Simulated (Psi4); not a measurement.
Two rigid molecules brought together: CH4 ··· H4N+ (SMILES C and [NH4+]) (charge +1). Monomers: optimised at B3LYP-D3(BJ) (def2-TZVP), held rigid. Orientation: lowest of the rigid-body minima from ten starts at GFN2-xTB. R is the distance of the centres of mass, along which the second monomer moves.

Level of theory: SAPT0/jun-cc-pVDZ, frozen core (Psi4).

Components in kcal/mol:

```csv
R / Å,electrostatics,exchange,induction,dispersion,total
2.53,-9.75,49.09,-19.73,-7.22,12.39
2.74,-5.90,24.46,-11.93,-4.39,2.25
2.96,-3.36,11.53,-7.32,-2.63,-1.79
3.14,-2.13,6.14,-5.11,-1.75,-2.84
3.31,-1.43,3.35,-3.76,-1.21,-3.05
3.54,-0.91,1.46,-2.60,-0.75,-2.82
3.83,-0.59,0.50,-1.74,-0.43,-2.26
4.17,-0.40,0.14,-1.15,-0.24,-1.64
4.63,-0.26,0.03,-0.70,-0.12,-1.06
5.32,-0.15,0.00,-0.38,-0.05,-0.58
6.36,-0.07,0.00,-0.18,-0.01,-0.27
7.67,-0.04,0.00,-0.09,0.00,-0.13
```
